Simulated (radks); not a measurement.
Results of a calculation; reference values are marked as such.
Spherical jellium clusters: N electrons in a uniform positive sphere of charge N and radius rs N^(1/3), rs = 5.51 bohr. Level of theory: non-relativistic Kohn-Sham, LDA (Slater exchange, Perdew-Wang correlation), spin-polarised, spherical densities (a radial shooting solver with Libxc functionals). Levels are named by radial order and angular momentum (1s, 1p, 1d, 2s, ...), and open shells are averaged over m.

N = 24, configuration 1s2 1p6 1d10 2s2 1f(up 4, down 0). This is the lowest configuration that the search found. Occupied and some empty levels:

level,occupation,eigenvalue (eV),<r> (bohr)
1s up,1,-3.5746,10.30
1s down,1,-3.4672,9.858
1p up,3,-3.2460,11.65
1p down,3,-3.1061,11.47
1d up,5,-2.7892,12.58
1d down,5,-2.6338,12.53
2s up,1,-2.4149,9.392
2s down,1,-2.3524,9.644
1f up,4,-2.2250,13.35
1f down,0,-2.0643,13.38
2p up,0,-1.7071,11.29
2p down,0,-1.6379,11.36
1g up,0,-1.5715,14.09
1g down,0,-1.4133,14.18
2d up,0,-1.0136,13.39
2d down,0,-0.93693,13.48

Energy (eV): total -43.1163, kinetic 23.830, external -1179.2, Hartree 588.16, exchange-correlation -67.604, background 591.70.

Electron density:

r (bohr),n(r) (e/bohr^3)
0.498,0.002083
1.75,0.001959
3.00,0.001735
4.25,0.001489
5.50,0.001309
6.75,0.001262
8.00,0.001358
9.25,0.001543
10.5,0.001705
11.8,0.001709
13.0,0.001471
14.3,0.001037
15.5,0.0005880
16.8,0.0002724
18.0,0.0001096
19.3,0.00004017
20.5,0.00001382
21.8,4.563e-06
23.0,1.465e-06
24.3,4.639e-07
